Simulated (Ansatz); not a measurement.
`[SiH3]BS[SiH3]` + `C=N` → `C=NB[SiH3]` + `[SiH3]S` at 700 K and 1 bar (ligand exchange at a B–S bond).

Calculated with Ansatz (gas phase, PBE0-D4/def2-TZVP geometries, no zero-point term in ΔE). CCSD(T)/CBS adds triple-zeta CCSD(T) − MP2 to the extrapolated MP2 energy (def2 sets, frozen cores). This one scheme is used for every species. One conformer a species, not always the lowest.

```
         species  CCSD(T)/CBS energy (Eh)  H − E (kJ/mol)  S (J/(mol·K))
`[SiH3]BS[SiH3]`              -1004.95639           255.7          501.8
           `C=N`                -94.52360           135.6          268.6
    `C=NB[SiH3]`               -410.21746           250.2          430.1
       `[SiH3]S`               -689.27336           135.5          340.5
```

H − E and S are ideal-gas, rigid-rotor, harmonic terms from PBE0-D4/def2-TZVP, for one conformer and one mirror image of each species. 1 Eh = 2625.50 kJ/mol, R = 8.31446 J/(mol·K).

By hand: ΔE, ΔH, ΔS and ΔG.

ΔE = (-410.21746) + (-689.27336) − (-1004.95639) − (-94.52360) = -0.01083 Eh = -28.4 kJ/mol. Δ(H − E) = 250.2 + 135.5 − 255.7 − 135.6 = -5.6, so ΔH = -34.0 kJ/mol. ΔS = 430.1 + 340.5 − 501.8 − 268.6 = 0.2 J/(mol·K). ΔG = -34.0 − 700 × (0.2)/1000 = -34.1 kJ/mol.

By hand: the equilibrium constant, and the temperature at which ΔG would vanish if ΔH and ΔS stayed fixed.

log₁₀ K = −ΔG/(RT ln 10) = 2.5. ΔH and −TΔS have one sign here, so there is no such temperature.

The number of gas molecules stays the same, so ΔS is small and ΔH decides. A doubt of 5 kJ/mol in ΔE shifts log₁₀ K by 0.4 here. Other conformers and mirror images would add mixing entropy, several J/(mol·K) or more a flexible species. These are equilibria of isolated gas molecules and say nothing of rates. Largest T1 diagnostic: 0.017 (customary marks: 0.02 for closed shells, 0.045 for open ones).

ΔS is within the doubt of such terms, so its sign, and with it that verdict, could turn.
